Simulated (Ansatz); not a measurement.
Isolated molecules relaxed with PBE0-D4/def2-TZVP in Ansatz; ΔE leaves out vibrations. CCSD(T)/CBS is the MP2 limit (def2-TZVPP, def2-QZVPP) plus CCSD(T) − MP2 in def2-TZVPP, frozen cores. This one scheme is used for every species. Functionals use def2-TZVPP. One conformer a species, not always the lowest.

Reaction (formal exchange of groups at a C–C bond): `CCCCl` + `C=N[SiH2]F` → `C=N[SiH](F)CCl` + `CC`

```tsv
level	ΔE (kJ/mol)
PBE	-29.0
MP2/def2-TZVPP	-25.8
MP2/CBS(def2)	-26.6
CCSD/CBS(def2)	-27.1
```

Task: What does CCSD(T)/CBS give? (Best estimate.)

Result: Computed: -27.2 kJ/mol. The listed levels differ from it by -1.8, 1.4, 0.6, 0.1 kJ/mol.

Largest T1 diagnostic among the species: 0.013.
